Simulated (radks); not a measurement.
Question: The argon ion Ar6+, configuration [Ne] 3s2. Calculated with a radial shooting solver on a logarithmic mesh with Libxc functionals: scalar-relativistic Kohn-Sham, PBEsol, spin-polarised, spherical densities, finite nucleus; Fermi nuclear charge, rms radius 3.4274 fm. Some entries of the table are withheld. Estimate them.

| orbital | occ. | eigenvalue (hartree) | <r> (bohr) | <1/r> (bohr^-1) |
|---|---|---|---|---|
| 1s | 2 | (1) | 0.08579 | 17.68 |
| 2s | 2 | -15.03658 | (2) | 3.573 |
| 2p | 6 | -12.60918 | (3) | (4) |
| 3s | 2 | -4.26110 | 1.186 | 1.186 |

Answer: 
(1) 1s eigenvalue (hartree): -118.8742
(2) 2s <r> (bohr): 0.4116
(3) 2p <r> (bohr): 0.3728
(4) 2p <1/r> (bohr^-1): 3.479
